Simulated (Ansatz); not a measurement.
TcO3Br (TcBrO₃), relaxed as a singlet with RKS r2SCAN-D4/def2-SVP in Ansatz, starting from the GFN2-xTB geometry. Force threshold 0.02 eV/Å.

In the def2 sets Tc takes a core potential; there is no spin–orbit coupling. The restricted singlet is unstable towards broken spin symmetry in Hartree–Fock (as tested in another run); at r2SCAN-D4/def2-SVP this wasn't settled.

Start:

| atom | x (Å) | y (Å) | z (Å) |
| --- | --- | --- | --- |
| Tc1 | 0.072 | 0.049 | -0.191 |
| O2 | -0.946 | -0.703 | -1.228 |
| O3 | -0.012 | 1.682 | -0.257 |
| O4 | 1.602 | -0.531 | -0.235 |
| Br5 | -0.715 | -0.497 | 1.911 |

| step | energy (eV) | largest force component (eV/Å) | SCF passes |
| --- | --- | --- | --- |
| 1 | -78373.7852 | 2.814 | 31 |
| 2 | -78374.0690 | 0.634 | 39 |
| 3 | -78374.0930 | 0.356 | 38 |
| 4 | -78374.1019 | 0.324 | 33 |
| 5 | -78374.1045 | 0.041 | 33 |
| 6 | -78374.1046 | 0.009 | 34 |

Force components are those of the run's own axes.

End:

```csv
atom,x (Å),y (Å),z (Å)
Tc1,0.049,0.034,-0.131
O2,-0.923,-0.687,-1.290
O3,0.011,1.698,-0.319
O4,1.623,-0.516,-0.294
Br5,-0.759,-0.530,2.033
```

By distances, no bond broke or formed. The bond that changes most is Tc1–Br5, from 2.31 to 2.38 Å (atoms count from 1).

No frequencies were taken in this run, so the end may be a saddle point.

Run time 36 s (2 threads of Arm Neoverse V1 on a shared host).
